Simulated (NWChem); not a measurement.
Ionisation of Te

SMILES: [Te]
```xyz
1

Te     0.0000     0.0000     0.0000
```
Charge 0, spin multiplicity 3.

Everything below was run with NWChem.

Basis set: def2-TZVP. The species with one electron less has spin multiplicity 4. Δ marks differences of total energies (open shells unrestricted). −ε marks an orbital energy of the parent. That orbital need not have the symmetry of the hole or added electron in the Δ rows.

Effective core potentials replace the inner electrons of Te; spin-orbit coupling is left out. B3LYP has NWChem's definition, with VWN1-RPA local correlation. No SCF solution was tested for a lower state. Open-shell Hartree-Fock references start from PBE0 orbitals.

Question: Order these methods by the first vertical ionisation energy they give, lowest first: ΔPBE0, ΔB3LYP, −ε(beta HOMO) of PBE, −ε(beta HOMO) of HF, G0W0@PBE.

Answer: −ε(beta HOMO) of PBE (5.23 eV), G0W0@PBE (8.26 eV), −ε(beta HOMO) of HF (8.46 eV), ΔPBE0 (8.72 eV), ΔB3LYP (8.89 eV)
